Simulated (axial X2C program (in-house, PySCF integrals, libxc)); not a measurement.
# Bond lengths and stretching modes, held linear, of CTeO

Computed with an in-house all-electron X2C program for linear molecules (integrals from PySCF): two-component X2C with atomic mean-field Coulomb and Gaunt terms, Gaussian nuclei, basis C dyall-v3z, Te dyall-v3z, O dyall-av3z with contracted cores. Spin-free rows use the one-electron spin-free X2C Hamiltonian.

Masses C 12.000, Te 129.906, O 15.995 u. States: 2c Ω = 0 (all partner blocks equally filled); spin-free M_S = 0, Λ = 0 (closed shell).

LDA, 2c: energies above the lowest point

```tsv
r(C–Te) (Å)	r(Te–O) (Å)	E (meV)
1.8369	1.7823	86.74
1.8369	1.8280	40.50
1.8369	1.8737	64.54
1.8840	1.7823	45.69
1.8840	1.8280	0.00
1.8840	1.8737	24.70
1.8840	1.9194	103.74
1.9311	1.7823	68.97
1.9311	1.8280	23.87
1.9311	1.8737	49.26
1.9782	1.8280	98.30
1.9782	1.9194	204.98
```

Fit a quadratic surface with cubic terms in each bond: where is the minimum, and what are the two stretching wavenumbers?

At LDA, 2c: bonds 1.888 and 1.833 Å; harmonic stretches 772.3 and 856.8 cm⁻¹; force constants 4.56, 5.27 and coupling 0.05 mdyn/Å.

The other levels and Hamiltonians give:

```csv
Hamiltonian,level,r(C–Te) (Å),r(Te–O) (Å),lower stretch (cm⁻¹),upper stretch (cm⁻¹)
2c,PBE0,1.882,1.825,784.6,879.8
spin-free,PBE0,1.880,1.824,787.0,883.9
spin-free,HF,1.848,1.817,676.3,948.5
spin-free,LDA,1.887,1.832,774.8,859.3
```

Each state is one determinant, the lowest of a limited PBE0 search; the stretches come from a fit to these few points and carry an uncertainty of a few per cent. Other orders of the atoms were not compared. Left out for rough or failed fits: HF 2c, MP2 2c, MP2 spin-free. The molecule was held linear; bending was not examined, so a bent shape may lie lower.
